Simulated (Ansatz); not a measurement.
Job for Ansatz (a first-principles code): U-PBE/def2-TZVPP on H2IIn (SMILES [InH2][I]), a point of a bond scan (R = 6.210 Å). Elements past Kr take the def2 small-core potentials; no spin–orbit coupling.

Ansatz 0.2 input:
```yaml
crystal:
  periodic: [false, false, false]
  atoms:
    - {symbol: In, position_ang: [-0.72638877, -1.13552285, 0.19955666]}
    - {symbol: H, position_ang: [-0.06961712, -2.17409956, 1.39445122]}
    - {symbol: H, position_ang: [-2.11914691, -1.24747254, -0.79314453]}
    - {symbol: I, position_ang: [2.58389354, 4.03925594, -0.70985837]}
basis:
  gaussian:
    orbitals: def2-TZVPP
hamiltonian:
  xc: {name: PBE}
magnetization: {spin_polarized: true, initial_magnetization: 0}
```

Program output:

```
WARN ansatz: RAYON_NUM_THREADS=1 ignored (pool sized by the plan → 1); use --threads N
Functional definition: PBE
integrals: 0.04 GiB planned
873 factors; their error is unknown
mean field: 0.37 GiB planned
mean field evaluation 1: about -13300.1190 eV, gradient 2.1e1 eV
mean field evaluation 2: about -13113.0856 eV, gradient 7.5e1 eV
mean field evaluation 4: about -13232.3973 eV, gradient 4.3e1 eV
mean field evaluation 8: about -13302.7962 eV, gradient 1.3e1 eV
mean field evaluation 16: about -13304.7809 eV, gradient 7.2e-1 eV
mean field evaluation 32: about -13304.9286 eV, gradient 3.7e-4 eV
mean field evaluation 64: about -13304.9267 eV, gradient 4.9e-2 eV
mean field evaluation 96: about -13304.5169 eV, gradient 3.4e-5 eV
mean field evaluation 128: about -13304.9205 eV, gradient 3.6e-1 eV
mean field evaluation 160: about -13304.9218 eV, gradient 1.6e-1 eV
mean field evaluation 192: about -13302.2075 eV, gradient 1.2e1 eV
mean field -13304.92863064 eV, -488.9471087715 hartree, gradient 4.3e-7 eV, S^2 0.666925; 19 other end points of the search recorded, 0 dependent functions left out
reference -13304.92869272 eV, -488.9471110529 hartree; 24, 24 occupied and 104, 104 virtual orbitals, 873 factors
Total energy: -13304.92869272 eV, -488.9471110529 hartree
```

The run converged. Its determinant has ⟨S²⟩ = 0.67, a mixture of spin states.

Cost: roughly 60 core-seconds.
